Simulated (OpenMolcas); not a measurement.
## What dynamic correlation does to the levels of Ni VI

```json
{"Program": "OpenMolcas 26.06", "Basis": "ANO-L-VDZP [5s4p2d1f]", "Scalar Hamiltonian": "non-relativistic, point nucleus", "Active space": "5 electrons in 5 orbitals (3d)", "State averaging": "2S+1 = 6 even, 1 root; 2S+1 = 4 even, 24 roots; 2S+1 = 2 even, 75 roots", "Spin-orbit coupling": "state interaction with AMFI integrals over the reference wave functions, term energies averaged over their components"}
```

Methods on the same reference wave functions:
A. CASSCF
B. SS-CASPT2, IPEA 0.25 Eh, imaginary shift 0.1 Eh (closed shells correlated: 3s 3p)
C. MS-CASPT2, IPEA 0.25 Eh, imaginary shift 0.1 Eh (closed shells correlated: 3s 3p)

Energies in eV above 3d5 6S 5/2, the measured ground level; measured values from Corliss and Sugar, J. Phys. Chem. Ref. Data 10, 197 (1981).

| Level | A | B | C | Measured |
| --- | --- | --- | --- | --- |
| 3d5 6S 5/2 | 0.0000 | 0.0000 | 0.0000 | 0.0000 |
| 3d5 4G 5/2 | 5.6318 | 5.449 | 5.449 |  |
| 3d5 4G 7/2 | 5.6406 | 5.460 | 5.460 |  |
| 3d5 4G 11/2 | 5.6430 | 5.463 | 5.463 | 5.1975 |
| 3d5 4G 9/2 | 5.6459 | 5.466 | 5.466 |  |
| 3d5 4P 5/2 | 6.4609 | 5.892 | 5.892 | 5.6889 |
| 3d5 4P 3/2 | 6.4849 | 5.915 | 5.915 | 5.7162 |
| 3d5 4P 1/2 | 6.5137 | 5.939 | 5.939 | 5.7435 |
| 3d5 4D 7/2 | 7.0058 | 6.527 | 6.527 | 6.2402 |
| 3d5 4D 1/2 | 7.0340 | 6.554 | 6.554 |  |
| 3d5 4D 3/2 | 7.0560 | 6.571 | 6.571 |  |
| 3d5 4D 5/2 | 7.0606 | 6.574 | 6.574 |  |
| 3d5 2I 11/2 | 8.0314 | 7.965 | 7.965 | 7.5873 |
| 3d5 2I 13/2 | 8.0526 | 7.991 | 7.991 | 7.5977 |
| 3d5 2D 5/2(1) [63 %] | 8.9638 | 8.257 | 8.257 | 7.9539 |
| 3d5 2D 3/2(1) | 9.1114 | 8.392 | 8.392 | 8.0805 |
| 3d5 2F 7/2(1) | 9.3180 | 8.662 | 8.662 |  |
| 3d5 4F 9/2 | 9.4379 | 8.895 | 8.895 |  |
| 3d5 4F 5/2 | 9.4447 | 8.953 | 8.953 |  |
| 3d5 4F 7/2 | 9.4603 | 8.912 | 8.912 |  |
| 3d5 4F 3/2 | 9.5179 | 8.956 | 8.956 |  |
| 3d5 2H 9/2 | 9.8581 | 9.449 | 9.449 | 9.0395 |
| 3d5 2H 11/2 | 9.9361 | 9.552 | 9.552 | 9.1447 |
| 3d5 2G 7/2(1) | 10.2113 | 9.700 | 9.700 | 9.2527 |

Deviations, from unrounded energies. A percentage is the sum of absolute deviations over the sum of measured energies, with the sign that they share, or ± where signs differ.

```csv
Against measurement,Levels,A,B,C
mean absolute deviation (cm-1),12,6100,2600,2600
other terms of the ground configuration (%),12,+10.4,+4.4,+4.4
```

B, C lie about equally close to measurement and A furthest from it. The largest miss of B in the table is 3d5 2G 7/2(1), by +3600 cm-1. The ranking rests on the paired levels alone, and a cruder setting can come out closer through cancelling errors.

Between B and C no level of the table moves by more than 5 cm-1.

The two smallest mean deviations differ by little beside CASPT2's spread within terms, so their order carries little weight.

From A to B the spin-free energies of the other terms of 3d5 shown, above 6S, scale by factors of 0.91 to 0.99.

The lowest spin-free term lies below A's lowest term by 0.171 hartree in B, 0.171 hartree in C.

CASPT2 does not keep the components of a term degenerate, so their means are used; among the terms shown or strongly mixed into the levels shown the widest spread is 480 cm-1 (3d5 4F, C). The basis is small and was not contracted for so high a charge. Without dynamic correlation excited terms often stand tens of per cent too high (terms of higher spin than the ground term too low), and those without a measured partner can miss by more than the paired ones (holds for A). Blocks of more than 70 roots (2S+1 = 2 even) ran without multistate coupling (holds for C). Computed and measured levels are paired by configuration, term and J; levels that our copy of the source lacks, or whose pairing is in doubt (as where it misses far off the trend of its configuration), stay unpaired and out of the deviations. Levels of configurations outside the active space are missing. The table leaves out levels that lie high or whose names do not pair safely across all columns.

A share in square brackets marks a mixed level and gives the weight of the term that names it, the lowest over the columns. A number in round brackets counts repeated terms of one configuration in the order of the reference energies.
